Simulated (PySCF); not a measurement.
Computed IR spectrum (relative IR intensity) of a molecule C₃H₉BN₂. Geometry: PBE-D3(BJ)/def2-SVP. The values are those of a single conformer. Calculation: PBE-D3(BJ)/def2-SVP in PySCF 2.14.0. No scaling factor is applied to the harmonic values.

```tsv
ν (cm⁻¹)	relative intensity
284	26
359	87
378	3.6
449	2.0
624	2.4
870	14
902	4.4
992	3.6
1268	2.5
1276	52
1392	30
1534	27
1554	100
1659	9.8
2957	7.9
3011	4.8
3055	8.3
3160	5.4
3516	11
3534	5.2
3624	11
3637	5.6
```

Q: Which structure fits?
A. NB1CCCN1
B. C=CCB(N)N
C. C/C=N/B(C)N
D. C=C(C)B(N)N

A: B, C=CCB(N)N
